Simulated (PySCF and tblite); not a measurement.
Results of a calculation; reference values are marked as such.
System: C4H8S2Si, numbered as in [CH3:1][S:2][S:3][C:4]1=[CH:5][SiH2:6][CH2:7]1.

Level: PBE0/pcSseg-1 + D3(BJ) on GFN2-xTB stationary points, with GFN2-xTB thermal terms. Rate constants are transition-state-theory values, counting equivalent paths, without tunnelling. Programs: tblite and PySCF.

**Question.** What barrier does the rotation about the S2–S3 bond (torsion C1–S2–S3–C4 from -86° to 92°, rising) meet, and how fast is it at 298 K?

**Answer.** The electronic barrier is 14.2 kcal/mol and ΔG‡(298 K) 14.5 kcal/mol, over a C1 saddle with an imaginary mode of 113i cm⁻¹ (GFN2-xTB). With 1 equivalent path, k is 141 s⁻¹, a mean lifetime of the start of 7.1 ms against this motion. The end lies 1.3 kcal/mol above the start in free energy.
